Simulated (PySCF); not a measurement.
A run for PySCF: R-M06-2X/def2-TZVPP on CH5AlS (SMILES [CH3][AlH][SH]), a point of a torsion scan.

```python
from pyscf import gto, dft

mol = gto.M(
    atom='''
    C    -1.39514702   -0.17537854    0.07868005
    Al    0.42727753    0.57677445   -0.08922059
    S     1.73805492    0.99869342    1.62345590
    H    -2.16757225    0.48210527   -0.33433804
    H    -1.50820209   -1.13742488   -0.43242026
    H    -1.64992019   -0.34309964    1.13349554
    H     1.10584919    0.93971569   -1.42525087
    H     2.68600209    1.43749461    0.79554349
    ''',
    basis='def2-tzvpp',
    charge=0, spin=0, verbose=4, max_memory=1800)
mf = dft.RKS(mol, xc='m062x').density_fit(auxbasis='def2-universal-jkfit')
mf.grids.level = 4
mf.conv_tol = 1e-9
mf.max_cycle = 150
mf.kernel()
mf.dip_moment()
```

It printed:

```
PySCF version 2.14.0

[INPUT] verbose = 4
[INPUT] num. atoms = 8
[INPUT] num. electrons = 40
[INPUT] charge = 0
[INPUT] spin (= nelec alpha-beta = 2S) = 0
[INPUT] symmetry False subgroup None
[INPUT] Mole.unit = angstrom
[INPUT] Symbol           X                Y                Z      unit          X                Y                Z       unit  Magmom
[INPUT]  1 C     -1.395147020000  -0.175378540000   0.078680050000 AA   -2.636445771303  -0.331417408726   0.148683745967 Bohr   0.0
[INPUT]  2 Al     0.427277530000   0.576774450000  -0.089220590000 AA    0.807437510881   1.089945746147  -0.168602479772 Bohr   0.0
[INPUT]  3 S      1.738054920000   0.998693420000   1.623455900000 AA    3.284447788253   1.887257046205   3.067887026309 Bohr   0.0
[INPUT]  4 H     -2.167572250000   0.482105270000  -0.334338040000 AA   -4.096117907707   0.911046923509  -0.631807328624 Bohr   0.0
[INPUT]  5 H     -1.508202090000  -1.137424880000  -0.432420260000 AA   -2.850088890597  -2.149421510466  -0.817155862113 Bohr   0.0
[INPUT]  6 H     -1.649920190000  -0.343099640000   1.133495540000 AA   -3.117897286490  -0.648364353037   2.141996134016 Bohr   0.0
[INPUT]  7 H      1.105849190000   0.939715690000  -1.425250870000 AA    2.089752104172   1.775805289057  -2.693333803098 Bohr   0.0
[INPUT]  8 H      2.686002090000   1.437494610000   0.795543490000 AA    5.075808320109   2.716471118438   1.503359316281 Bohr   0.0

nuclear repulsion = 127.303876515169
number of shells = 69
number of NR pGTOs = 252
number of NR cGTOs = 185
basis = def2-tzvpp
ecp = {}


******** <class 'pyscf.df.df_jk.DFRKS'> ********
method = DFRKS
initial guess = minao
damping factor = 0
level_shift factor = 0
DIIS = <class 'pyscf.scf.diis.CDIIS'>
diis_start_cycle = 1
diis_space = 8
diis_damp = 0
SCF conv_tol = 1e-09
SCF conv_tol_grad = None
SCF max_cycles = 150
direct_scf = False
XC library pyscf.dft.libxc version 7.1.2
    S. Lehtola, C. Steigemann, M. J. T. Oliveira, and M. A. L. Marques,  SoftwareX 7, 1–5 (2018)
XC functionals = m062x
    Y. Zhao and D. G. Truhlar,  Theor. Chem. Acc. 120, 215 (2008)
    Y. Zhao and D. G. Truhlar,  Theor. Chem. Acc. 120, 215 (2008)
radial grids:
    Treutler-Ahlrichs [JCP 102, 346 (1995); DOI:10.1063/1.469408] (M4) radial grids

becke partition: Becke, JCP 88, 2547 (1988); DOI:10.1063/1.454033
pruning grids: <function nwchem_prune>
grids dens level: 4
symmetrized grids: False
atomic radii adjust function: <function treutler_atomic_radii_adjust>
small_rho_cutoff = 0
Set gradient conv threshold to 3.16228e-05
Initial guess from minao.
tot grids = 164528
******** <class 'pyscf.df.df.DF'> ********
auxbasis = def2-universal-jkfit
init E= -681.690388652955
  HOMO = -0.33057662170275  LUMO = -0.0449139751768186  gap/eV = 7.77328
cycle= 1 E= -681.718342037748  delta_E= -0.028  |g|= 0.337  |ddm|= 1.96
  HOMO = -0.290221160584956  LUMO = -0.0176386355579652  gap/eV = 7.41735
cycle= 2 E= -681.729282450784  delta_E= -0.0109  |g|= 0.296  |ddm|= 0.521
  HOMO = -0.320935907235707  LUMO = -0.0143214984119631  gap/eV = 8.34340
cycle= 3 E= -681.751771785238  delta_E= -0.0225  |g|= 0.0252  |ddm|= 0.235
  HOMO = -0.324178158230599  LUMO = -0.0151089181331798  gap/eV = 8.41020
cycle= 4 E= -681.751933357412  delta_E= -0.000162  |g|= 0.00889  |ddm|= 0.0313
  HOMO = -0.322024436465885  LUMO = -0.0150905931714185  gap/eV = 8.35210
cycle= 5 E= -681.751954007642  delta_E= -2.07e-05  |g|= 0.00407  |ddm|= 0.0112
  HOMO = -0.322475178850258  LUMO = -0.0150006700630847  gap/eV = 8.36681
cycle= 6 E= -681.751958038482  delta_E= -4.03e-06  |g|= 0.000448  |ddm|= 0.00355
  HOMO = -0.322459652738839  LUMO = -0.0150466134760627  gap/eV = 8.36513
cycle= 7 E= -681.751958117472  delta_E= -7.9e-08  |g|= 0.000221  |ddm|= 0.000657
  HOMO = -0.32245696926152  LUMO = -0.0150229079170678  gap/eV = 8.36571
cycle= 8 E= -681.751958132183  delta_E= -1.47e-08  |g|= 3.96e-05  |ddm|= 0.000232
  HOMO = -0.322459745390407  LUMO = -0.0150242093264978  gap/eV = 8.36575
cycle= 9 E= -681.751958133079  delta_E= -8.95e-10  |g|= 1.31e-05  |ddm|= 7.34e-05
  HOMO = -0.322458960933879  LUMO = -0.0150229798369637  gap/eV = 8.36576
Extra cycle  E= -681.751958133138  delta_E= -5.91e-11  |g|= 8.48e-06  |ddm|= 1.91e-05
converged SCF energy = -681.751958133138
Dipole moment(X, Y, Z, Debye): -0.77038, -0.25261, -0.94324
```

Self-consistency was reached.

Cost: about 50 core-seconds (a rough figure).
